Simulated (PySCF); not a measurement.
Isomers of C2H12BGeNSi, from PBE0-D3(BJ)/def2-SVP geometry optimisation, gas phase (PySCF). One conformer each, no zero-point energy, no frequencies.

Question: Which isomer lies lower at this level?
A. `[CH3:1][B:2]([CH3:3])[SiH2:4][NH:5][GeH3:6]` with C1–B2–Si4–N5 144°, B2–Si4–N5–Ge6 -37°: A = 2696, B = 888.5, C = 768.6 MHz, dipole 0.68 D
B. `CB(C)[N]([SiH3])[GeH3]`: A = 2132, B = 1354, C = 854.1 MHz, dipole 0.52 D

Answer: B. That is `CB(C)[N]([SiH3])[GeH3]`, 33.6 kcal/mol below the other.

```tsv
SMILES	mapped SMILES	E (Eh)	relative (kcal/mol)	relative (kJ/mol)	dipole (D)
CB(C)[N]([SiH3])[GeH3]	[CH3:1][B:2]([CH3:3])[N:4]([SiH3:5])[GeH3:6]	-2528.55697	0.0	0.0	0.52
CB(C)[SiH2][NH][GeH3]	[CH3:1][B:2]([CH3:3])[SiH2:4][NH:5][GeH3:6]	-2528.50337	33.6	140.7	0.68
```

As drawn, the lower has a B–N bond, which the higher lacks; the higher has an N–H bond, which the lower lacks.
